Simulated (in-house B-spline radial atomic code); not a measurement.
Kr⁷⁺. Computed with a B-spline radial atomic code. Model: all-electron spherical atom, spin shells full or empty, radial basis limit, no spin-orbit coupling, Breit or QED, empty-state partial waves extrapolated as (l+1/2)^-4, RPA, G0W0 and static COHSEX of the highest shell as one setting changes (uncorrelated shells keep exact exchange).

Empty levels are discrete states of a finite basis, so the steps are uneven.

Given: element Kr; charge 7; filled core Ar; hamiltonian one-electron scalar X2C; mean-field start Hartree-Fock; highest l of empty states 9; nuclear rms radius 4.1884 fm; lowest nl shells left uncorrelated 5; highest mean-field shell 4s up; box radius 8.41 bohr.

Shell: 3d 5 5, 4s 1 0 (electrons up and down).

```csv
highest empty level kept (hartree),RPA correlation energy (hartree),G0W0 level (eV),G0W0 minus most complete (meV),COHSEX level (eV),linearised minus solved G0W0 (meV)
21.33,-0.38122,-126.37,143.5,-127.51,0.3
42.67,-0.47956,-126.44,71.5,-127.67,0.3
74.67,-0.54232,-126.48,36.3,-127.76,0.3
128,?,?,?,?,?
213.33,-0.5871,-126.51,7.7,-127.86,0.3
384,-0.59753,-126.51,1.5,-127.88,0.3
640,-0.59951,-126.51,0.5,-127.88,0.3
1280,-0.60007,-126.52,0.1,-127.88,0.3
2560,-0.60015,-126.52,0,-127.88,0.3
5333.3,-0.60016,-126.52,0,-127.88,0.3
12800,?,?,?,?,?
42667,-0.60016,-126.52,0,-127.88,0.3
```

(1) What follows for highest empty level kept = 12800?

(2) What follows for highest empty level kept = 128?

## Answers

(1) RPA correlation energy -0.60016 hartree; G0W0 level -126.52 eV; G0W0 minus most complete 0 meV; COHSEX level -127.88 eV; linearised minus solved G0W0 0.3 meV.

(2) RPA correlation energy -0.57074 hartree; G0W0 level -126.5 eV; G0W0 minus most complete 18.3 meV; COHSEX level -127.82 eV; linearised minus solved G0W0 0.3 meV.
